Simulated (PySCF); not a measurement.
A structure optimised at PBE-D3(BJ)/def2-SVP, used in a PySCF frequency run:

```
Hf
O 1 1.8612
H 2 0.9767 1 165.09
Cl 1 2.2890 2 106.92 3 56.74
Cl 1 2.2890 2 106.92 3 -56.74
```
Charge +1, spin multiplicity 1.

Question: Write its SMILES, formula and point group.

Answer: [OH][Hf+]([Cl])[Cl], Cl2HHfO, Cs

Question: What are its rotational constants (standard atomic weights)?

Answer: 2.9907, 1.8716, 1.3497 GHz
